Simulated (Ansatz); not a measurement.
Reaction (ligand exchange at the Si–N bond): `C=N[SiH](S)S` + H–F → `F[SiH](S)S` + `C=N`

Isolated molecules relaxed with PBE0-D4/def2-TZVP in Ansatz; ΔE leaves out vibrations. CCSD(T)/CBS is the MP2 limit (def2-TZVPP, def2-QZVPP) plus CCSD(T) − MP2 in def2-TZVPP, frozen cores. This one scheme is used for every species. Functionals use def2-TZVPP. One conformer a species, not always the lowest.

```json
{"level": "LDA (SPW92)", "ΔE (kJ/mol)": "-88.6"}
{"level": "RPA@PBE/def2-TZVPP", "ΔE (kJ/mol)": "-99.3"}
```

What does CCSD(T)/CBS give? (Estimate.)

The calculation gave: -94.3 kJ/mol. The listed levels differ from it by 5.7, -5.0 kJ/mol.

What do rigid-rotor, harmonic-oscillator terms from PBE0-D4/def2-TZVP frequencies (298.15 K, 1 bar) make of the CCSD(T)/CBS value? (Estimate.)

The calculation gave: ΔZPE = +7.7 kJ/mol, ΔH = -90.0 kJ/mol, ΔS = 11 J/(mol·K), ΔG = -93.3 kJ/mol.

Largest T1 diagnostic among the species: 0.013.

In def2-TZVPP, CCSD(T) changes the Hartree–Fock value by +17.1 kJ/mol (the triples alone add +3.5 kJ/mol) and MP2 by +23.7 kJ/mol. The D4 term adds +10.7 kJ/mol with B3LYP and +6.2 kJ/mol with PBE0; it sums over pairs of atoms, weighted by their polarisabilities, and B3LYP, whose exchange is more repulsive, gets the larger term.

B3LYP here is the variant with VWN-RPA as its local correlation; programs differ in this.
